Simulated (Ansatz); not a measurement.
The cluster B₂As₂, relaxed as a triplet with UKS B3LYP-D4/def2-SVP in Ansatz, starting from the B3LYP-D4/def2-SVP geometry of the neutral singlet. Force threshold 0.02 eV/Å.

The structure comes from a short search, and lower isomers may exist.

Start:

```csv
atom,x (Å),y (Å),z (Å)
B1,0.217,-0.393,0.670
B2,-0.218,0.394,-0.669
As3,1.775,0.545,0.400
As4,-1.774,-0.546,-0.401
```

```
step   energy (eV)  largest force component (eV/Å)  SCF passes
   1  -123018.0871                           3.500          33
   2  -123019.0233                           1.876          41
   3  -123019.1928                           0.197          35
   4  -123019.1955                           0.018          37
```

Force components are those of the run's own axes.

End:

Cartesian coordinates in Å:
```
B 0.044 -0.502 0.704
B -0.044 0.502 -0.704
As 1.641 0.560 0.297
As -1.641 -0.560 -0.297
```

By distances, no bond broke or formed. The bond that changes most is B1–As4, from 2.27 to 1.96 Å (atoms count from 1).

No frequencies were taken in this run, so the end may be a saddle point.

Run time 23 s (2 threads of Intel Xeon Platinum 8259CL on a shared host).
